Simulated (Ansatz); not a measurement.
input.yaml

```yaml
crystal:
  periodic: [false, false, false]
  atoms:
    - { symbol: Zn, position_ang: [0.170527, -0.394592, 0.235601] }
    - { symbol: "N", position_ang: [1.552638, 0.750376, 0.877444] }
    - { symbol: C, position_ang: [-1.287545, -1.476418, -0.449855] }
    - { symbol: H, position_ang: [0.467784, 2.343527, -0.383349] }
    - { symbol: F, position_ang: [-0.251039, 2.42668, -0.945654] }
    - { symbol: H, position_ang: [1.615213, 0.863863, 1.890743] }
    - { symbol: H, position_ang: [2.495148, 0.543947, 0.541846] }
    - { symbol: H, position_ang: [-1.00521, -2.536647, -0.545798] }
    - { symbol: H, position_ang: [-1.595978, -1.105397, -1.440422] }
    - { symbol: H, position_ang: [-2.161539, -1.415339, 0.219344] }
basis:
  gaussian: { orbitals: def2-SVP }
hamiltonian:
  xc: b3lyp
  dispersion: d4
relax:
  f_tol: 0.03
  max_steps: 50
output:
  orbitals: {}
```

Launched with:

```bash
$ ansatz run input.yaml --threads 2 --pin off --max-ram 3072MiB --backend cpu --events-out ev --progress --plain --runs-dir out
```

Hardware: 2 threads of Intel(R) Xeon(R) Platinum 8259CL CPU @ 2.50GHz (Skylake/Cascade Lake) (shared host).

Question: Roughly how long does this run take, and how much memory?

Answer: 61 s, with a peak of 0.25 GiB, for 17 ionic steps.
